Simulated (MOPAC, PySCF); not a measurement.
Stepwise substitution at one centre (Al F-H). All species are isolated molecules in the gas phase. Strings in code marks are SMILES.

Quantity: vertical ionisation energy (energy after one electron is removed minus that of the parent at the parent's geometry), in eV.

Level 1: B3LYP/6-31G* // B3LYP-D3(BJ)/def2-TZVP (PySCF)
Level 2: minus the HOMO energy of PBE-D3(BJ)/def2-TZVP // B3LYP-D3(BJ)/def2-TZVP (PySCF)
Level 3: minus the HOMO energy of PM3 // B3LYP-D3(BJ)/def2-TZVP (MOPAC)
Level 4: minus the HOMO energy of PM7 // B3LYP-D3(BJ)/def2-TZVP (MOPAC)

| species | level 2 | level 3 | level 4 |
|---|---|---|---|
| `[AlH3]` | 7.31 | 11.45 | 12.12 |
| `[F][AlH][F]` | 8.67 | 11.24 | 13.31 |

Q: What does level 1 give for each?

A: 
- `[AlH3]`: 11.23
- `[F][AlH][F]`: 12.82
